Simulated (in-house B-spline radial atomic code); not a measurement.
Sc is squeezed into an impenetrable sphere of radius R (the orbitals vanish at R). Caution: exact exchange at fractional occupations of open shells leaves self-interaction of up to several eV. All numbers are computed (non-relativistic PBE0, spin-polarised, spherical fractional occupations; point nucleus) with an all-electron radial atomic-structure program (B-spline basis), not measured.

Energies in eV above the free atom in [Ar] 3d1 4s2:

| R (bohr) | highest level (eV) | [Ar] 3d1 4s2 | [Ne] 3s2 3p5 3d1 4s2 4f1 | [Ne] 3s2 3p5 3d2 4s2 | -dE/dV in [Ar] 3d1 4s2 (GPa) |
| --- | --- | --- | --- | --- | --- |
| 8.69 | -2.47 | 0.1531 | 44.54 | 31.52 | 0.176 |
| 5.98 | -0.729 | 2.275 | 51.35 | 33.5 | 5.44 |
| 4.88 | 1.44 | 6.916 | 60.44 | 38.02 | 25.9 |
| 4.36 | 3.55 | 11.98 | 68.94 | 43.08 | 58.7 |
| 3.79 | 9.52 | 22.73 | 85.28 | 53.98 | 159 |
| 3.09 | 25.8 | 54.99 | 129 | 87.1 | 680 |
| 2.58 | 53.7 | 117.3 | 205.7 | 151 | 2440 |
| 2.21 | 95 | 221.5 | 326.1 | 257.1 | 7160 |
| 1.91 | 157 | 396.1 | 520.1 | 433.6 | 19100 |
| 1.45 | 373 | 1117 | 1289 | 1153 | 114000 |

Task: Does [Ne] 3s2 3p5 3d1 4s2 4f1 fall below [Ar] 3d1 4s2 under compression?

Result: No, it stays above over the whole range.

Task: Does [Ne] 3s2 3p5 3d2 4s2 fall below [Ar] 3d1 4s2 under compression?

Result: No, it stays above over the whole range.

The highest level is first positive in the row R = 4.88 bohr, pushed up by confinement above the zero of the free ion's potential. Each configuration is held fixed and needn't be the lowest in the sphere.
